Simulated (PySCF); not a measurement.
Point-charge models of `C[SiH](C)/C=C/C(=O)OC=O` against its computed dipole.

Coordinates (GFN2-xTB, Å) and charges (e) from the PBE0/pcSseg-1 density (PySCF):

| atom | x | y | z | Mulliken | IAO | Hirshfeld | ESP-fitted |
| --- | --- | --- | --- | --- | --- | --- | --- |
| C1 | -2.751 | 1.431 | 0.073 | -0.6200 | -0.7188 | -0.2113 | -0.7875 |
| Si2 | -1.689 | 0.004 | -0.601 | +0.8299 | +0.9307 | +0.3895 | +0.9100 |
| C3 | -2.577 | -1.661 | -0.366 | -0.6202 | -0.7189 | -0.2113 | -0.7872 |
| C4 | -0.085 | -0.049 | 0.404 | -0.3076 | -0.3605 | -0.0984 | -0.1655 |
| C5 | 1.143 | 0.093 | -0.097 | -0.2442 | -0.1972 | -0.0635 | -0.6068 |
| C6 | 2.326 | 0.036 | 0.767 | +0.5535 | +0.5073 | +0.2133 | +1.0222 |
| O7 | 2.351 | -0.132 | 1.948 | -0.3333 | -0.3907 | -0.2193 | -0.5057 |
| O8 | 3.472 | 0.212 | -0.018 | -0.4767 | -0.3549 | -0.0980 | -0.5137 |
| C9 | 4.720 | 0.209 | 0.485 | +0.4276 | +0.4067 | +0.1831 | +0.5951 |
| O10 | 5.066 | 0.066 | 1.609 | -0.3351 | -0.3806 | -0.2247 | -0.4546 |
| H11 | -2.242 | 2.385 | -0.023 | +0.1439 | +0.1605 | +0.0440 | +0.1795 |
| H12 | -2.987 | 1.289 | 1.124 | +0.1421 | +0.1571 | +0.0448 | +0.1905 |
| H13 | -3.691 | 1.504 | -0.466 | +0.1402 | +0.1580 | +0.0443 | +0.1876 |
| H14 | -1.355 | 0.224 | -2.017 | -0.0872 | -0.1334 | -0.0808 | -0.1894 |
| H15 | -2.815 | -1.841 | 0.679 | +0.1421 | +0.1571 | +0.0449 | +0.1908 |
| H16 | -1.966 | -2.490 | -0.710 | +0.1439 | +0.1605 | +0.0440 | +0.1794 |
| H17 | -3.509 | -1.688 | -0.923 | +0.1403 | +0.1580 | +0.0443 | +0.1873 |
| H18 | -0.147 | -0.207 | 1.475 | +0.1450 | +0.1715 | +0.0498 | +0.1201 |
| H19 | 1.330 | 0.255 | -1.147 | +0.1155 | +0.1616 | +0.0453 | +0.2168 |
| H20 | 5.404 | 0.371 | -0.369 | +0.1003 | +0.1260 | +0.0600 | +0.0314 |

Question: Compute μ = Σ q r for each scheme (1 e·Å = 4.803 D) and compare with the dipole of the full density.

Answer: The full density gives (-2.98, 0.32, -3.38) D, 4.51 D in size; dipole vectors point from the negative to the positive end.

```tsv
scheme	μx	μy	μz	size (D)	share of the full size (%)	angle to the full dipole (°)
Mulliken	-3.98	0.32	-3.79	5.50	122	5
IAO	-2.83	0.54	-4.90	5.68	126	11
Hirshfeld	-2.44	0.27	-2.84	3.75	83	1
ESP-fitted	-2.99	0.32	-3.40	4.54	101	0
```

Question: Which set comes closest?

Answer: Length of the difference vector: ESP-fitted 0.03 D, Hirshfeld 0.76 D, Mulliken 1.08 D, IAO 1.54 D. Closest: ESP-fitted. 

Question: What is left for the Hirshfeld atoms' own dipoles?

Answer: The shares of the density sum to the whole, so what Σ q r misses lies in dipoles about the nuclei. The atomic dipoles sum to (-2.98, 0.32, -3.38) − (-2.44, 0.27, -2.84) = (-0.54, 0.05, -0.54) D, 0.76 D in size.

Question: With the origin at the mean of the coordinates, (0.000, 0.001, 0.091) Å, which are the largest single terms, by size, of the IAO dipole along the direction of the full one?

Answer: O10 +8.17, Si2 +7.30, C1 -6.66, C3 -6.64, C9 -6.63 D; all 20 atoms together +5.57 D. The single terms depend on the origin, their sum doesn't.

Question: Give the size of the full dipole in other units.

Answer: 4.51 D = 1.775 au = 0.939 e·Å = 15.05 × 10⁻³⁰ C·m.

One conformer (not necessarily the lowest) at the GFN2-xTB geometry, without solvent, vibrations or thermal averaging.

The values belong to the conformer `[CH3:1][SiH:2]([CH3:3])/[CH:4]=[CH:5]/[C:6](=[O:7])[O:8][CH:9]=[O:10]`: C1–Si2–C4–C5 -120°, C4–C5–C6–O7 0°, C5–C6–O8–C9 180°, C6–O8–C9–O10 0°.
